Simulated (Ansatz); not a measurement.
Li₃Si₂ (the lowest doublet isomer of a short search), 5 atoms. Hardware: 4 threads of Arm Neoverse V1 on a shared host.

Correlated methods freeze 10 core orbitals; core or outer-core shells of Li are correlated, in sets that lack core-valence functions. In CCSD on the charge 0 doublet the largest single amplitude is 0.18, so its Hartree–Fock determinant may place the open shell otherwise than the density functionals do.

Problem. How many basis functions does each of these Ansatz runs have, and roughly what does it cost? PBE0-D4/def2-TZVP, charge 0 quartet, energy, from earlier orbitals; r2SCAN-D4/def2-TZVPD, charge -1 singlet at the geometry of the charge 0 doublet, energy, from earlier orbitals; HF/STO-3G, charge 0 doublet, energy; PBE-D4/def2-TZVP, charge 1 singlet at the geometry of the charge 0 doublet, energy, from earlier orbitals; CCSD(T)/def2-TZVPD, charge -1 singlet at the geometry of the charge 0 doublet, energy, from earlier orbitals; r2SCAN-D4/def2-TZVPD, charge 0 doublet, energy, from earlier orbitals; CCSD(T)/def2-TZVPP, charge 0 doublet, energy, from earlier orbitals; CCSD(T)/def2-TZVPD, charge 0 doublet, energy, from earlier orbitals; CCSD(T)/def2-TZVPP, charge 0 quartet, energy, from earlier orbitals; LDA (SPW92)/def2-TZVP, charge 0 quartet, energy, from earlier orbitals; B3LYP-D4/6-31G, charge 0 doublet, energy; HF/def2-TZVP, charge 0 quartet, energy, from earlier orbitals.

Solution. Other jobs shared the machine, so times can vary by a factor of up to 3. A dash marks memory too small to be measured apart from the calling script's.

| run | functions | fitting or Cholesky vectors | wall time | peak host memory (GiB) |
| --- | --- | --- | --- | --- |
| HF/STO-3G, charge 0 doublet, energy | 33 | 377 | 0.2 s | – |
| LDA (SPW92)/def2-TZVP, charge 0 quartet, energy, from earlier orbitals | 116 | 891 | 0.7 s | – |
| PBE-D4/def2-TZVP, charge 1 singlet at the geometry of the charge 0 doublet, energy, from earlier orbitals | 116 | 891 | 0.85 s | – |
| HF/def2-TZVP, charge 0 quartet, energy, from earlier orbitals | 116 | 1063 | 1.2 s | – |
| B3LYP-D4/6-31G, charge 0 doublet, energy | 53 | 658 | 1.4 s | – |
| PBE0-D4/def2-TZVP, charge 0 quartet, energy, from earlier orbitals | 116 | 923 | 2.9 s | – |
| r2SCAN-D4/def2-TZVPD, charge -1 singlet at the geometry of the charge 0 doublet, energy, from earlier orbitals | 137 | 1045 | 3.1 s | – |
| r2SCAN-D4/def2-TZVPD, charge 0 doublet, energy, from earlier orbitals | 137 | 1045 | 5.5 s | – |
| CCSD(T)/def2-TZVPP, charge 0 quartet, energy, from earlier orbitals | 141 | 942 | 20 s | 1.7 |
| CCSD(T)/def2-TZVPD, charge 0 doublet, energy, from earlier orbitals | 137 | 1087 | 24 s | 1.7 |
| CCSD(T)/def2-TZVPP, charge 0 doublet, energy, from earlier orbitals | 141 | 942 | 27 s | 1.7 |
| CCSD(T)/def2-TZVPD, charge -1 singlet at the geometry of the charge 0 doublet, energy, from earlier orbitals | 137 | 1087 | 30 s | 0.79 |
